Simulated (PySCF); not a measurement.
SMILES C(=C/OC)/C (C4H8O) (GFN2-xTB optimised geometry):

```
13

C      2.047     0.648    -0.002
C      1.202    -0.583     0.000
C     -0.124    -0.583     0.000
O     -0.866     0.565     0.000
C     -2.258     0.382     0.014
H      1.417     1.532     0.012
H      2.678     0.674    -0.890
H      2.701     0.662     0.870
H      1.714    -1.532    -0.001
H     -0.689    -1.509     0.001
H     -2.701     1.377     0.022
H     -2.582    -0.164     0.909
H     -2.602    -0.160    -0.876
```

Method: PySCF with B3LYP/def2-TZVP.

Q: What are the frontier orbital energies and the dipole moment?

A: HOMO-2 -9.28 eV, HOMO-1 -9.04 eV, HOMO -6.00 eV, LUMO 0.70 eV, LUMO+1 1.13 eV; dipole moment 1.27 D.

Meta-Löwdin charges at B3LYP/def2-TZVP: C1 -0.33, C2 -0.17, C3 0.06, O4 -0.34, C5 -0.11, H6 0.12, H7 0.12, H8 0.12, H9 0.12, H10 0.10, H11 0.13, H12 0.10, H13 0.10.
